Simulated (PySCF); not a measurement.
C9H7OP.
Geometry (GFN2-xTB, Å), atoms numbered from 1 in this order:
```xyz
18
C9H7OP angstrom
C      4.4974    0.3318   -0.3068
C      3.3155    0.1417   -0.2137
C      1.9232   -0.0964   -0.0997
C      1.0435    0.7383   -0.7966
C     -0.3250    0.5774   -0.7515
C     -0.9619   -0.4194   -0.0218
C     -2.4224   -0.6045    0.0254
C     -3.3039    0.3400   -0.7481
O     -2.8746   -1.5163    0.6887
P     -0.1517   -1.6246    0.9655
C      1.4936   -1.1491    0.6970
H      5.5296    0.5010   -0.3895
H      1.4633    1.5373   -1.3913
H     -0.9307    1.2697   -1.3208
H     -4.3448    0.0645   -0.6004
H     -3.1491    1.3611   -0.4049
H     -3.0652    0.2873   -1.8084
H      2.2543   -1.7333    1.2005
```

Probes without a nucleus sit at each ring's centroid and 1 Å off its mean plane on both sides; NICS is minus the shielding there, NICSzz its component along the normal. Level: GIAO PBE0/pcSseg-1 (PySCF, non-relativistic, gas phase) on the GFN2-xTB geometry, one conformer.

Ring bond lengths (Å), with Mayer bond orders in brackets: C3–C4 1.399 (1.37), C4–C5 1.379 (1.49), C5–C6 1.390 (1.34), C6–P10 1.756 (1.29), P10–C11 1.734 (1.30), C11–C3 1.388 (1.43).

Q: Give the NICS values of each ring in ppm.

A: 
```
               ring                                               type  NICS(0)  NICS(1), two faces  NICS(1)zz, two faces  rms pucker (Å)  centre to ring atoms, mean (Å)
C3–C4–C5–C6–P10–C11  6-membered ring with P; formal bonds all aromatic     -6.9       -10.1 / -10.1         -23.5 / -23.5            0.00                            1.50
```

Q: What can be read from them?

A: 
- C3–C4–C5–C6–P10–C11: mean NICS(1)zz -23.5 ppm, shielded.

Q: What does the geometric index give? HOMA takes Krygowski's 1993 parameters.

A: 
- C3–C4–C5–C6–P10–C11: HOMA 0.90; the largest term is that of C6–P10, α(R − Ropt)² = 0.40.

Q: List the ring angles and the Hirshfeld charges of the ring atoms.

A: 
- C3–C4–C5–C6–P10–C11: C3 122.9° (+0.018 e), C4 122.6° (-0.035 e), C5 123.8° (-0.035 e), C6 125.2° (-0.076 e), P10 99.4° (+0.139 e), C11 126.2° (-0.100 e); sum 720.0° against 720° for a flat convex ring.

The run took about 2.3 min of CPU time (one thread, shared machine). This is the whole shielding run at PBE0/pcSseg-1, SCF included.
